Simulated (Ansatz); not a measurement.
`CC(C)O[SiH3]` + `[NH2][GaH][CH2]F` → `C[NH][GaH][CH2]F` + `CCO[SiH3]`  (substitution at a C–C bond)

Computed with Ansatz on PBE0-D4/def2-TZVP structures; ΔE is electronic, products minus reactants. CCSD(T)/CBS is the MP2 limit (def2-TZVPP, def2-QZVPP) plus CCSD(T) − MP2 in def2-TZVPP, frozen cores. Functionals use def2-TZVPP. B3LYP here is the variant with VWN-RPA as its local correlation; programs differ in this. For Ga outer-core shells are correlated without core-valence functions, which leaves a few kJ/mol of doubt a bond. Scalar relativity is left out up to krypton. Each species was taken in one conformer, which may not be the lowest.

| level | ΔE (kJ/mol) | difference from CCSD(T)/CBS |
| --- | --- | --- |
| PBE-D4 | 46.5 | -7.6 |
| r2SCAN-D4 | 51.9 | -2.2 |
| PBE0-D4 | 49.8 | -4.3 |
| B3LYP-D4 | 46.8 | -7.3 |
| ωB97X-V | 50.8 | -3.3 |
| ωB97M-V | 53.4 | -0.7 |
| B2PLYP | 47.9 | -6.2 |
| PBE | 44.8 | -9.3 |
| r2SCAN | 51.4 | -2.7 |
| PBE0 | 48.4 | -5.7 |
| B3LYP | 44.3 | -9.8 |
| HF/def2-TZVPP | 48.7 | -5.4 |
| MP2/def2-TZVPP | 54.5 | 0.4 |
| SCS-MP2/def2-TZVPP | 50.9 | -3.2 |
| CCSD/def2-TZVPP | 51.4 | -2.7 |
| CCSD(T)/def2-TZVPP | 51.4 | -2.7 |
| HF/def2-QZVPP | 49.1 | -5.0 |
| MP2/def2-QZVPP | 56.2 | 2.1 |
| SCS-MP2/def2-QZVPP | 52.6 | -1.5 |
| HF/CBS(def2) | 49.2 | -4.9 |
| MP2/CBS(def2) | 57.2 | 3.1 |
| CCSD/CBS(def2) | 54.1 | 0.0 |
| CCSD(T)/CBS | 54.1 | 0 |

Largest T1 diagnostic among the species: 0.014.

From PBE to PBE0 (25 % exact exchange), in def2-TZVPP and without D4, ΔE moves by +3.5 kJ/mol.
